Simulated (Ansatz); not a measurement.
Reactions of C₂H₇ClFHfNS (`C[N](C)[Hf]([F])([SH])[Cl]`).

Isolated molecules relaxed with PBE0-D4/def2-TZVP in Ansatz; ΔE leaves out vibrations. CBS: MP2 limit from def2 TZ/QZ plus the TZ coupled-cluster correction, frozen cores. This one scheme is used for every species. Functionals use def2-TZVPP. def2 core potentials past Kr. For Ge, Hf, I, In, Sc, Se, Sn outer-core shells are correlated without core-valence functions, which leaves a few kJ/mol of doubt a bond. Scalar relativity is left out up to krypton. Each species was taken in one conformer, which may not be the lowest.

| reaction | CCSD(T)/CBS(def2) (kJ/mol) |
| --- | --- |
| `C[N](C)[Hf]([F])([SH])[Cl]` + `CO[SiH](C)[SeH]` → `C[N](C)[Hf]([F])([Cl])[SeH]` + `CO[SiH](C)S` | -10 |
| `C[N](C)[Hf]([F])([SH])[Cl]` + H–F → `[F][Hf]([F])([SH])[Cl]` + `CNC` | -86 |
| `C[N](C)[Hf]([F])([SH])[Cl]` + `[NH2][Sc]([NH2])[OH]` → `[OH][Hf]([F])([SH])[Cl]` + `C[N](C)[Sc]([NH2])[NH2]` | ? |
| `C[N](C)[Hf]([F])([SH])[Cl]` + `[F][InH][SH]` → `[F][Hf]([F])([SH])[Cl]` + `C[N](C)[InH][SH]` | -37 |
| `C[N](C)[Hf]([F])([SH])[Cl]` + `N=C=O` → `C[N](C)[Hf]([F])([Cl])[N]=C=O` + H₂S | -43 |
| `C[N](C)[Hf]([F])([SH])[Cl]` + H₂O → `[OH][Hf]([F])([SH])[Cl]` + `CNC` | -49 |
| `C[N](C)[Hf]([F])([SH])[Cl]` + `O=C=[N][SnH2][F]` → `C[N](C)[Hf]([F])([Cl])[N]=C=O` + `[F][SnH2][SH]` | -56 |
| `C[N](C)[Hf]([F])([SH])[Cl]` + `C[O][GeH2][I]` → `C[N](C)[Hf]([F])([Cl])[I]` + `C[O][GeH2][SH]` | -38 |
| `C[N](C)[Hf]([F])([SH])[Cl]` + HCl → `C[N](C)[Hf]([F])([Cl])[Cl]` + H₂S | ? |
| `C[N](C)[Hf]([F])([SH])[Cl]` + `NB(S)Cl` → `C[N](C)[Hf]([F])([Cl])[Cl]` + `NB(S)S` | ? |

Problem. Fill in the missing values. (An estimate is asked.)

Solution. Computed: `C[N](C)[Hf]([F])([SH])[Cl]` + `[NH2][Sc]([NH2])[OH]` → `[OH][Hf]([F])([SH])[Cl]` + `C[N](C)[Sc]([NH2])[NH2]`: +23.1 kJ/mol; `C[N](C)[Hf]([F])([SH])[Cl]` + HCl → `C[N](C)[Hf]([F])([Cl])[Cl]` + H₂S: -69.3 kJ/mol; `C[N](C)[Hf]([F])([SH])[Cl]` + `NB(S)Cl` → `C[N](C)[Hf]([F])([Cl])[Cl]` + `NB(S)S`: -45.3 kJ/mol.

Largest T1 diagnostic: 0.018, for `N=C=O`.
